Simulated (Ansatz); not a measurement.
Reaction (ligand exchange at the Si–O bond): `F[SiH]([SiH3])O[SiH3]` + H₂S → `F[SiH]([SiH3])S` + silanol

Calculated with Ansatz (gas phase, PBE0-D4/def2-TZVP geometries, no zero-point term in ΔE). CCSD(T)/CBS adds triple-zeta CCSD(T) − MP2 to the extrapolated MP2 energy (def2 sets, frozen cores). This one scheme is used for every species. DFT in def2-TZVPP. One conformer a species, not always the lowest.

CCSD(T)/CBS gives +58.1 kJ/mol.

(1) Another level gave +47.3 kJ/mol. Which?
A. PBE0-D4/def2-TZVPP
B. r2SCAN/def2-TZVPP
C. ωB97X-V/def2-TZVPP
D. SCS-MP2/def2-TZVPP

Largest T1 diagnostic among the species: 0.013.

## Answers

(1) A. PBE0-D4 47.3, ωB97X-V 57.6, SCS-MP2/def2-TZVPP 62.7, r2SCAN 51.5 kJ/mol.

At CCSD(T), def2-SVP lies +4.5 kJ/mol from the extrapolated value and def2-TZVPP +2.9 kJ/mol. In def2-TZVPP, CCSD(T) changes the Hartree–Fock value by −15.7 kJ/mol (the triples alone add −3.5 kJ/mol) and MP2 by −19.7 kJ/mol. From PBE to PBE0 (25 % exact exchange), in def2-TZVPP and without D4, ΔE moves by +6.0 kJ/mol.
